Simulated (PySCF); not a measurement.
SMILES C=C[SiH2][SiH2]C(F)(F)F (C₃H₇F₃Si₂), GFN2-xTB optimised geometry.

```
15

C     -0.51     2.30    -3.33
C      0.39     1.35    -3.14
Si     1.73     1.41    -1.81
Si     1.11     0.09     0.00
C     -0.84     0.09     0.00
F     -1.35     1.35     0.00
F     -1.36    -0.51    -1.09
F     -1.39    -0.53     1.06
H     -1.28     2.22    -4.08
H     -0.52     3.20    -2.74
H      0.34     0.46    -3.76
H      1.96     2.80    -1.40
H      2.99     0.89    -2.38
H      1.39     0.57     1.36
H      1.39    -1.35    -0.01
```

Density from PySCF with PBE0/def2-TZVP at that geometry.

Minimum of the electron density along straight lines between bonded atoms, close to the bond critical point (lines longer than 1.1 times the sum of covalent radii, or with two minima, are not listed):

```json
[
 {"bond": "C1–C2", "length / Å": "1.325", "ρ at the minimum / e bohr⁻³": "0.354", "∇²ρ there / e bohr⁻⁵": "-1.09", "position (fraction from the first atom)": "0.50"},
 {"bond": "C2–Si3", "length / Å": "1.884", "ρ at the minimum / e bohr⁻³": "0.118", "∇²ρ there / e bohr⁻⁵": "0.19", "position (fraction from the first atom)": "0.61"},
 {"bond": "Si3–Si4", "length / Å": "2.326", "ρ at the minimum / e bohr⁻³": "0.094", "∇²ρ there / e bohr⁻⁵": "-0.14", "position (fraction from the first atom)": "0.37"},
 {"bond": "Si4–C5", "length / Å": "1.951", "ρ at the minimum / e bohr⁻³": "0.109", "∇²ρ there / e bohr⁻⁵": "0.17", "position (fraction from the first atom)": "0.38"},
 {"bond": "C5–F6", "length / Å": "1.353", "ρ at the minimum / e bohr⁻³": "0.274", "∇²ρ there / e bohr⁻⁵": "-0.41", "position (fraction from the first atom)": "0.34"},
 {"bond": "C5–F7", "length / Å": "1.352", "ρ at the minimum / e bohr⁻³": "0.274", "∇²ρ there / e bohr⁻⁵": "-0.41", "position (fraction from the first atom)": "0.34"},
 {"bond": "C5–F8", "length / Å": "1.347", "ρ at the minimum / e bohr⁻³": "0.278", "∇²ρ there / e bohr⁻⁵": "-0.41", "position (fraction from the first atom)": "0.34"},
 {"bond": "C1–H9", "length / Å": "1.079", "ρ at the minimum / e bohr⁻³": "0.288", "∇²ρ there / e bohr⁻⁵": "-1.04", "position (fraction from the first atom)": "0.65"},
 {"bond": "C1–H10", "length / Å": "1.078", "ρ at the minimum / e bohr⁻³": "0.289", "∇²ρ there / e bohr⁻⁵": "-1.04", "position (fraction from the first atom)": "0.65"},
 {"bond": "C2–H11", "length / Å": "1.084", "ρ at the minimum / e bohr⁻³": "0.282", "∇²ρ there / e bohr⁻⁵": "-0.99", "position (fraction from the first atom)": "0.64"},
 {"bond": "Si3–H12", "length / Å": "1.469", "ρ at the minimum / e bohr⁻³": "0.123", "∇²ρ there / e bohr⁻⁵": "0.19", "position (fraction from the first atom)": "0.49"},
 {"bond": "Si3–H13", "length / Å": "1.470", "ρ at the minimum / e bohr⁻³": "0.122", "∇²ρ there / e bohr⁻⁵": "0.18", "position (fraction from the first atom)": "0.49"},
 {"bond": "Si4–H14", "length / Å": "1.466", "ρ at the minimum / e bohr⁻³": "0.124", "∇²ρ there / e bohr⁻⁵": "0.18", "position (fraction from the first atom)": "0.49"},
 {"bond": "Si4–H15", "length / Å": "1.466", "ρ at the minimum / e bohr⁻³": "0.124", "∇²ρ there / e bohr⁻⁵": "0.18", "position (fraction from the first atom)": "0.49"}
]
```
